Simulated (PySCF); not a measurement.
**Basis-set dependence of population analyses: N-tert-butylacetamide**

N-tert-butylacetamide, C6H13NO.
Bonds: C1–C2, C2–O3 (double), C2–N4, N4–C5, C5–C6, C5–C7, C5–C8. Hydrogens: H9, H10, H11 on C1; H12 on N4; H13, H14, H15 on C6; H16, H17, H18 on C7; H19, H20, H21 on C8.

PBE0 throughout (PySCF), one geometry, spherical d and f functions. Isolated species at its PBE0-D3(BJ)/def2-SVP geometry (one conformer only). Atoms taken as equivalent share a column and are averaged. The first 7 of 9 kinds of atom are listed.

Mulliken charges (e):

```
        basis  functions      C1      C2      O3      N4      C5  C6/C7/C8  H9/H10/H11
       STO-3G         53  -0.261  +0.221  -0.256  -0.324  +0.119    -0.234      +0.087
     pcSseg-0         98  -0.696  +0.597  -0.528  -0.719  -0.287    -0.514      +0.252
        6-31G         98  -0.580  +0.537  -0.468  -0.672  +0.127    -0.472      +0.195
       6-31G*        138  -0.644  +0.587  -0.487  -0.631  +0.186    -0.528      +0.202
      cc-pVDZ        177  -0.072  +0.124  -0.292  -0.156  -0.284    +0.005      +0.064
     def2-SVP        177  -0.076  +0.103  -0.289  -0.197  -0.269    +0.008      +0.063
6-311+G(2d,p)        294  -0.732  +0.639  -0.522  -0.307  +0.493    -0.594      +0.169
  aug-cc-pVDZ        301  +0.362  +0.550  -0.637  +0.328  -3.567    +1.383      -0.074
    def2-TZVP        326  -0.418  +0.316  -0.394  -0.292  +0.136    -0.384      +0.140
```

IAO charges (e):

```tsv
basis	functions	C1	C2	O3	N4	C5	C6/C7/C8	H9/H10/H11
STO-3G	53	-0.441	+0.214	-0.269	-0.268	+0.085	-0.393	+0.142
pcSseg-0	98	-0.489	+0.383	-0.474	-0.324	+0.127	-0.423	+0.164
6-31G	98	-0.492	+0.388	-0.483	-0.339	+0.154	-0.438	+0.166
6-31G*	138	-0.477	+0.431	-0.503	-0.347	+0.159	-0.418	+0.158
cc-pVDZ	177	-0.476	+0.428	-0.498	-0.347	+0.162	-0.418	+0.158
def2-SVP	177	-0.466	+0.424	-0.499	-0.339	+0.157	-0.408	+0.155
6-311+G(2d,p)	294	-0.486	+0.439	-0.521	-0.358	+0.159	-0.431	+0.164
aug-cc-pVDZ	301	-0.484	+0.438	-0.520	-0.358	+0.161	-0.430	+0.163
def2-TZVP	326	-0.487	+0.442	-0.520	-0.357	+0.160	-0.431	+0.163
```

Hirshfeld charges (e):

```csv
basis,functions,C1,C2,O3,N4,C5,C6/C7/C8,H9/H10/H11
STO-3G,53,-0.053,+0.142,-0.223,-0.158,+0.111,-0.047,+0.021
pcSseg-0,98,-0.114,+0.178,-0.273,-0.100,+0.099,-0.114,+0.046
6-31G,98,-0.107,+0.174,-0.289,-0.114,+0.090,-0.108,+0.047
6-31G*,138,-0.104,+0.169,-0.288,-0.110,+0.083,-0.107,+0.047
cc-pVDZ,177,-0.121,+0.172,-0.269,-0.096,+0.081,-0.119,+0.047
def2-SVP,177,-0.124,+0.180,-0.276,-0.096,+0.083,-0.122,+0.048
"6-311+G(2d,p)",294,-0.123,+0.167,-0.277,-0.112,+0.059,-0.121,+0.052
aug-cc-pVDZ,301,-0.132,+0.172,-0.272,-0.111,+0.063,-0.129,+0.053
def2-TZVP,326,-0.127,+0.172,-0.276,-0.109,+0.066,-0.125,+0.052
```

Some averages cover members that differ in this geometry, most widely: C6/C7/C8, Mulliken in aug-cc-pVDZ +1.253 to +1.450; H9/H10/H11, Mulliken in aug-cc-pVDZ -0.137 to -0.035; C6/C7/C8, Mulliken in def2-SVP -0.019 to +0.021; C6/C7/C8, Mulliken in 6-31G -0.498 to -0.458 e.

Task: Which scheme is steadiest as the basis changes?

Result: Largest range over the bases for any column: Hirshfeld 0.08 e, IAO 0.25 e, Mulliken 4.06 e. Hirshfeld charges move least and Mulliken charges most, counted in e. Without the minimal STO-3G basis the ranges are Hirshfeld 0.04, IAO 0.06, Mulliken 4.06 e.

Task: How much do the charges still move between the two largest bases, aug-cc-pVDZ and def2-TZVP?

Result: At most, over all atoms: Mulliken 3.704 e, IAO 0.004 e, Hirshfeld 0.005 e.

Task: What do the same runs give for the total energy, the frontier levels and the dipole moment?

Result: 
```json
{"basis": "STO-3G", "energy (Eh)": "-361.4737", "HOMO (eV)": "-3.41", "LUMO (eV)": "4.49", "μ (D)": "2.80"}
{"basis": "pcSseg-0", "energy (Eh)": "-365.2007", "HOMO (eV)": "-7.03", "LUMO (eV)": "0.91", "μ (D)": "3.80"}
{"basis": "6-31G", "energy (Eh)": "-365.9325", "HOMO (eV)": "-6.84", "LUMO (eV)": "1.06", "μ (D)": "3.78"}
{"basis": "6-31G*", "energy (Eh)": "-366.0309", "HOMO (eV)": "-6.79", "LUMO (eV)": "1.20", "μ (D)": "3.54"}
{"basis": "cc-pVDZ", "energy (Eh)": "-366.0590", "HOMO (eV)": "-6.84", "LUMO (eV)": "1.08", "μ (D)": "3.45"}
{"basis": "def2-SVP", "energy (Eh)": "-365.7764", "HOMO (eV)": "-6.95", "LUMO (eV)": "0.99", "μ (D)": "3.55"}
{"basis": "6-311+G(2d,p)", "energy (Eh)": "-366.1463", "HOMO (eV)": "-7.15", "LUMO (eV)": "0.00", "μ (D)": "3.64"}
{"basis": "aug-cc-pVDZ", "energy (Eh)": "-366.0844", "HOMO (eV)": "-7.11", "LUMO (eV)": "-0.32", "μ (D)": "3.60"}
{"basis": "def2-TZVP", "energy (Eh)": "-366.1743", "HOMO (eV)": "-7.10", "LUMO (eV)": "0.70", "μ (D)": "3.60"}
```

The dipole is fixed by the density alone, so its range of 1.00 D shows that the density itself changes with the basis, not only its division among atoms.
